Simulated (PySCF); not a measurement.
CH6O2Si2, SMILES O=C([SiH3])[SiH2]O.

Geometry: B3LYP-D3(BJ)/def2-SVP. The geometry has at least one imaginary mode, so it is a saddle point at that level. This is a generated structure with no PubChem entry under its InChIKey; it may be hypothetical. Other conformers were not sampled.

All values below come from SMD-B3LYP/6-31G* (PySCF).

Solvation free energies are E(SMD) − E(gas) at the gas-phase geometry, for 1 M in both phases. In vacuum the dipole moment is 2.14 D.

Computed solvation free energies in water, N,N-dimethylformamide, ethanol:
```json
[
 {"solvent": "water", "ΔG(solv) (kcal/mol)": "-1.8", "its non-electrostatic (CDS) part": "4.6", "dipole (D)": "2.81"},
 {"solvent": "N,N-dimethylformamide", "ΔG(solv) (kcal/mol)": "-3.5", "its non-electrostatic (CDS) part": "-0.8", "dipole (D)": "2.57"},
 {"solvent": "ethanol", "ΔG(solv) (kcal/mol)": "-3.8", "its non-electrostatic (CDS) part": "1.8", "dipole (D)": "2.72"}
]
```
